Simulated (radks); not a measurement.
Fractional charge and spin in the 5p shell of praseodymium: the spin-up occupation runs from 2 to 3 and the spin-down occupation from 2 to 3; the fullest corner is Pr+, [Kr] 4d10 4f(up 1.5, down 1.5) 5s2 6s(up 0.5, down 0.5) 5p(up 3, down 3). All-electron calculation, scalar-relativistic Kohn-Sham, BLYP, spin-polarised, spherical densities, finite nucleus; Fermi nuclear charge, rms radius of each element as measured or else 0.836 A^(1/3) + 0.57 fm. Program: a radial shooting solver on a logarithmic mesh with Libxc functionals. Energy (eV) above the fullest corner. The planes named below are the two flat planes that join the four corners, with an edge along up + down = one added electron.

down \ up       2     2.5       3
2          76.079  52.714  32.192
2.5        52.714  32.386  14.792
3          32.192  14.792   0.000

Corners above the fullest one (they belong to Pr2+ and the next ion): (up 3, down 2) 32.192 eV, (up 2, down 3) 32.192 eV, (up 2, down 2) 76.079 eV. With half an added electron in each spin the energy lies 0.194 eV from the planes, and with half an added electron in spin up alone -1.421 eV. The planes are only a guide here: the flat-plane condition holds for ground states with one frontier orbital, while this shell lies below other occupied shells, so the corners above the fullest one are inner-hole states and not the ground states of those ions.
